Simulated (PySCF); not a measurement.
C₄H₆ClF, SMILES C1C(C1)[C@@H](Cl)F.

Geometry: r2SCAN-D4/def2-SVP. The structure was generated by enumeration; whether it is a known compound was not checked. The values are those of a single conformer.

Vertical ionisation energy (IE) and electron affinity (EA) in eV. Rows of orbital energies are one-electron estimates. Where ΔSCF, EOM or ADC give a negative EA the extra electron is unbound and the value depends on the basis.

```tsv
level	IE	EA
−ε(HOMO), −ε(LUMO), ωB97X/def2-TZVP (PySCF)	10.88	-2.86
−ε(HOMO), −ε(LUMO), PBE/def2-TZVP (PySCF)	___	___
```

Task: Complete the blanks. (The exact figures need the calculation; the answer reports its results.)

Result: 
- −ε(HOMO), −ε(LUMO), PBE/def2-TZVP (PySCF), IE: 7.08
- −ε(HOMO), −ε(LUMO), PBE/def2-TZVP (PySCF), EA: 0.52
